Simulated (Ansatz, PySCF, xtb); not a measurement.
Gas-phase reaction in SMILES: Cl[SiH2][SiH2]Cl + 3 [H][H] (H2) → 2 Cl (HCl) + 2 [SiH4] (SiH4)
Structures are relaxed separately at B3LYP-D3(BJ)/def2-TZVP in Ansatz (a quantum-chemistry and plane-wave program), one conformer each, not searched for the lowest.
Geometry of the first species:
```
Si
H 1 1.4783
H 1 1.4783 2 109.70
Cl 1 2.0766 2 108.35 3 -118.08
Si 1 2.3407 2 111.39 3 123.79
H 5 1.4783 1 111.39 2 57.59
H 5 1.4783 6 109.70 1 -123.79
Cl 5 2.0766 6 108.35 7 -118.08
```
Charge 0, spin multiplicity 1.

Wanted: energy of full hydrogenation (enthalpy at 298 K, with B3LYP-D3(BJ) rigid-rotor harmonic-oscillator terms from PySCF), in kcal/mol. Cores are frozen in the correlated levels unless marked. No spin-orbit coupling. No relativistic terms. CBS marks a two-point X^-3 extrapolation of the correlation energy; Hartree-Fock from the larger set.

```csv
level,program,energy of full hydrogenation (kcal/mol)
GFN1-xTB,xtb,22.1
BLYP-D3(BJ)/def2-TZVPD,Ansatz + dftd3,(withheld)
PBE0-D3(BJ)/def2-TZVPD,Ansatz + dftd3,(withheld)
BHLYP-D3(BJ)/def2-TZVPD,Ansatz + dftd3,30.2
BHLYP-D4/def2-TZVPD,Ansatz + dftd4,30.0
HSE06-D3(BJ)/def2-TZVPD,Ansatz + dftd3,33.5
CAM-B3LYP-D4/def2-TZVPD,Ansatz + dftd4,27.9
CAM-B3LYP/def2-TZVPD,Ansatz,24.9
"CCSD(T)/CBS(cc-pV(T+d)Z,cc-pV(Q+d)Z)",Ansatz,33.1
```

Problem. What belongs in the gaps?

Solution. 
- BLYP-D3(BJ)/def2-TZVPD, energy of full hydrogenation (kcal/mol): 33.6
- PBE0-D3(BJ)/def2-TZVPD, energy of full hydrogenation (kcal/mol): 33.4
